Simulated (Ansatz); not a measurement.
Other settings, tried on Cu3⁺.

```yaml
crystal:
  periodic: [false, false, false]
  atoms:
    - {symbol: Cu, position_ang: [-0.425632, 1.102586, 0.722704]}
    - {symbol: Cu, position_ang: [-0.095720, -0.001414, -1.382019]}
    - {symbol: Cu, position_ang: [0.521352, -1.101172, 0.659305]}
basis:
  gaussian: {orbitals: "6-31G*", final_grid: {core_spheres: 5, valence_spheres: 4, degree: 11}}
total_charge: 1
hamiltonian: {xc: {name: r2SCAN}}
scf: {omitted_lower_state_checks: [starts]}
```

```sh
$ ansatz run in.yaml --threads 4 --pin off --events-out ev --progress --plain --max-ram 3916MiB
```

Shortened log:

```
Functional definition: r2SCAN
1086 factors; their error is unknown
mean field evaluation 1: about -133859.5658 eV, gradient 1.7e2 eV
mean field evaluation 2: about -131524.4988 eV, gradient 8.0e2 eV
mean field evaluation 4: about -133704.6939 eV, gradient 3.0e2 eV
mean field evaluation 8: about -133886.2597 eV, gradient 1.7e1 eV
mean field evaluation 16: about -133887.7224 eV, gradient 3.2e-5 eV
mean field -133887.72242534 eV, -4920.2830467735 hartree, gradient 3.2e-5 eV, S^2 0.000000; 0 other end points of the search recorded, 0 dependent functions left out
reference -133887.72243224 eV, -4920.2830470272 hartree; 43, 43 occupied and 65, 65 virtual orbitals, 1086 factors
Total energy: -133887.72243224 eV, -4920.2830470272 hartree
Checks for a lower state left out: starts
```

Run time 2 s (4 threads of Arm Neoverse V1 on a shared host).

The 6-31G sets use Cartesian d functions.
